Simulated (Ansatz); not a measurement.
Reaction (ligand exchange at a B–S bond): `NB(S)S` + H–F → `NB(F)S` + H₂S

Calculated with Ansatz (gas phase, PBE0-D4/def2-TZVP geometries, no zero-point term in ΔE). CCSD(T)/CBS is extrapolated from def2-TZVPP and def2-QZVPP, frozen cores. Functionals use def2-TZVPP. B3LYP here is the variant with VWN-RPA as its local correlation; programs differ in this. One conformer a species, not always the lowest.

`NB(S)S`:

```xyz
8

N    -0.215   -0.402    1.157
B     0.185    0.075   -0.094
S     1.921    0.595   -0.311
S    -0.933    0.205   -1.525
H    -1.148   -0.710    1.358
H     0.413   -0.466    1.940
H     1.821    0.961   -1.598
H    -2.044   -0.256   -0.926
```

H–F:

Cartesian coordinates in Å:
```
F -0.361 0.210 -0.193
H 0.361 -0.210 0.193
```

`NB(F)S`:

Z-matrix (Å, degrees):
```
N
B 1 1.394
H 1 1.003 2 123.7
H 1 1.005 2 121.5 3 180.0
F 2 1.338 1 119.1 3 -180.0
S 2 1.825 1 121.3 3 0.0
H 6 1.341 2 94.7 1 180.0
```

H₂S:

```xyz
3

S    -0.150    0.259   -0.542
H     0.603    0.648    0.498
H    -0.453   -0.908    0.045
```

```
             level  ΔE (kJ/mol)  difference from CCSD(T)/CBS
            PBE-D4        -65.4                          3.1
         r2SCAN-D4        -76.0                         -7.5
           PBE0-D4        -67.2                          1.3
          B3LYP-D4        -77.5                         -9.0
           ωB97X-V        -77.8                         -9.3
           ωB97M-V        -78.2                         -9.7
            B2PLYP        -80.1                        -11.6
               PBE        -71.1                         -2.6
            r2SCAN        -77.3                         -8.8
              PBE0        -72.2                         -3.7
             B3LYP        -87.0                        -18.5
     HF/def2-TZVPP       -100.5                        -32.0
    MP2/def2-TZVPP        -64.1                          4.4
SCS-MP2/def2-TZVPP        -72.6                         -4.1
   CCSD/def2-TZVPP        -78.1                         -9.6
CCSD(T)/def2-TZVPP        -73.3                         -4.8
     HF/def2-QZVPP       -101.0                        -32.5
    MP2/def2-QZVPP        -60.9                          7.6
SCS-MP2/def2-QZVPP        -69.5                         -1.0
   CCSD/def2-QZVPP        -76.2                         -7.7
CCSD(T)/def2-QZVPP        -70.7                         -2.2
      HF/CBS(def2)       -101.0                        -32.5
     MP2/CBS(def2)        -58.1                         10.4
    CCSD/CBS(def2)        -74.5                         -6.0
       CCSD(T)/CBS        -68.5                            0
```

Largest T1 diagnostic among the species: 0.012.

The D4 term adds +9.5 kJ/mol with B3LYP and +5.0 kJ/mol with PBE0; it sums over pairs of atoms, weighted by their polarisabilities, and B3LYP, whose exchange is more repulsive, gets the larger term. In def2-TZVPP, CCSD(T) changes the Hartree–Fock value by +27.2 kJ/mol (the triples alone add +4.8 kJ/mol) and MP2 by +36.3 kJ/mol.
